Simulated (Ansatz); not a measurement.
A trace of molecular dynamics of Cl3F2HSi (7 atoms, charge 0, multiplicity 1).

Theory: RKS PBE-D4/def2-SVP in Ansatz.

```yaml
ensemble: NVE (velocity Verlet)
starting_velocities_drawn_for: 300 K
seed: 11009
```

| time (fs) | T (K) | potential energy less start (eV) | conserved less start (meV/atom) |
| --- | --- | --- | --- |
| 0 | 300 | 0.000 | 0.00 |
| 4 | 286 | 0.009 | 0.00 |
| 8 | 262 | 0.025 | 0.00 |
| 12 | 248 | 0.033 | 0.00 |
| 16 | 239 | 0.039 | 0.01 |
| 20 | 277 | 0.015 | 0.00 |
| 24 | 320 | -0.013 | 0.01 |
| 28 | 414 | -0.074 | -0.01 |
| 32 | 501 | -0.130 | 0.01 |
| 36 | 619 | -0.206 | 0.00 |
| 40 | 748 | -0.290 | -0.03 |
| 44 | 847 | -0.354 | -0.03 |
| 48 | 909 | -0.394 | 0.00 |
| 52 | 961 | -0.427 | 0.02 |
| 56 | 1021 | -0.466 | 0.02 |
| 60 | 1106 | -0.521 | 0.02 |
| 64 | 1182 | -0.570 | 0.01 |
| 68 | 1214 | -0.591 | -0.01 |
| 72 | 1192 | -0.576 | -0.01 |
| 76 | 1165 | -0.559 | -0.03 |
| 80 | 1169 | -0.562 | -0.03 |
| 84 | 1215 | -0.591 | -0.05 |
| 88 | 1254 | -0.617 | -0.05 |
| 92 | 1242 | -0.609 | -0.05 |
| 96 | 1166 | -0.560 | -0.05 |
| 100 | 1044 | -0.481 | -0.03 |

Question: Is this trajectory sound?

Answer: The conserved energy stayed within 0.054 meV per atom of its start (net change -0.026 meV per atom), so the integration is sound. The kinetic energy rose, since the run started high on the potential surface and went downhill. It ends in pieces (Cl3FSi + FH), so much of that is their flight and rotation, not heat. A run of 0.1 ps of so small a system gives no equilibrium averages. The orbitals stay closed-shell, which can raise the energy where a bond breaks towards radicals; this wasn't checked here. The time step was 0.5 fs.

Run time: 6 min on 2 threads of Arm Neoverse V1 (shared host), peak memory 0.16 GiB.
